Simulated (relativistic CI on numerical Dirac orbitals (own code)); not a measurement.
Method of calculation: Dirac-Coulomb-Breit CI, orbitals from a KLI potential per configuration, QED by a radiative potential, unscaled Slater integrals (own radial code, finite nucleus).

CI space (outside the closed core [Ne]): 3s2.3p6.3d6, 3s2.3p5.3d7, 3s2.3p4.3d8, 3s.3p6.3d7, 3p6.3d8, 3s2.3p6.3d5.4s, 3s.3p5.3d8, 3s2.3p6.3d5.4p, 3s2.3p6.3d5.4d, 3s2.3p6.3d5.4f, 3s2.3p6.3d4.4s2, 3s2.3p5.3d6.4s, 3s2.3p4.3d7.4s, 3s2.3p6.3d4.4s.4p, 3s2.3p4.3d7.4p, 3s2.3p5.3d6.4p, 3s2.3p6.3d5.5s, 3s2.3p6.3d4.4p2, 3s2.3p6.3d5.5p, 3s2.3p6.3d4.4s.4d, 3s.3p5.3d7.4s, 3s2.3p6.3d5.5d, 3s.3p6.3d6.4s, 3s2.3p6.3d5.5f, 3s.3p5.3d7.4p, 3s2.3p5.3d5.4s2, 3s.3p6.3d6.4p, 3s2.3p6.3d5.6p, 3p6.3d7.4s. Levels of other configurations are missing.

At this charge energies of transitions that change n are usually good to better than 1 %, and those within a shell (Δn = 0) to a few per cent. Terms inside the open d or f shell come out 10 to 20 % too wide with unscaled integrals.

Outline of the computed level scheme of Nb XVIII. Lowest level of each configuration: 3s2.3p6.3d6 5D_4 at 0.000 eV; 3s2.3p5.3d7 5G°_6 at 136.777 eV.

Some strong electric-dipole decays among the lowest 45 levels: 3s2.3p5.3d7 3G°_5 → 3s2.3p6.3d6 5D_4 (6.2e+10 s⁻¹); 3s2.3p5.3d7 3D°_2 → 3s2.3p6.3d6 5D_1 (1.4e+10 s⁻¹); 3s2.3p5.3d7 5G°_3 → 3s2.3p6.3d6 5D_2 (1.1e+10 s⁻¹); 3s2.3p5.3d7 5D°_4 → 3s2.3p6.3d6 5D_3 (1.1e+10 s⁻¹); 3s2.3p5.3d7 3D°_2 → 3s2.3p6.3d6 5D_1 (9.3e+09 s⁻¹); 3s2.3p5.3d7 5G°_5 → 3s2.3p6.3d6 5D_4 (9.0e+09 s⁻¹); 3s2.3p5.3d7 5G°_4 → 3s2.3p6.3d6 5D_3 (8.3e+09 s⁻¹); 3s2.3p5.3d7 3D°_3 → 3s2.3p6.3d6 5D_2 (7.5e+09 s⁻¹).

LS names give the leading component of a level, which can be under half, so a name can repeat, a term be missing and a line seem to break the LS rules.
